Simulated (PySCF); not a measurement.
Compound: CF3CH2Br, C₂H₂BrF₃.
Numbering: `[F:1][C:2]([F:3])([F:4])[CH2:5][Br:6]` (hydrogens: H7, H8 on C5)

Level of theory: PBE0-D3(BJ)/def2-SVP geometry optimisation, gas phase (PySCF 2.14.0).

(1) List the bond lengths, angles and torsions at this level.

## Answers

(1) 
```csv
bond,length (Å)
F1–C2,1.338
"C2–F3, C2–F4",1.329
C2–C5,1.512
C5–Br6,1.922
"C5–H7, C5–H8",1.096
```

Bonds in one row agree within 0.01 Å and their mean is given. A selection of angles:
```csv
angle,degrees
F1–C2–F3,107.8
F1–C2–C5,108.6
F3–C2–C5,112.1
C2–C5–Br6,112.7
C2–C5–H7,108.8
Br6–C5–H7,108.3
H7–C5–H8,109.8
```

Dihedral angles: F1–C2–C5–Br6 -179° (antiperiplanar).

Point group: Cs (tolerance 0.08 Å). No PBE0-D3(BJ)/def2-SVP frequencies stand behind this structure, so it isn't proved a minimum.

On Arm Neoverse V2, one thread, shared host, this took 37 s wall and 0.48 GiB of memory at its peak. These figures are those of the optimisation.
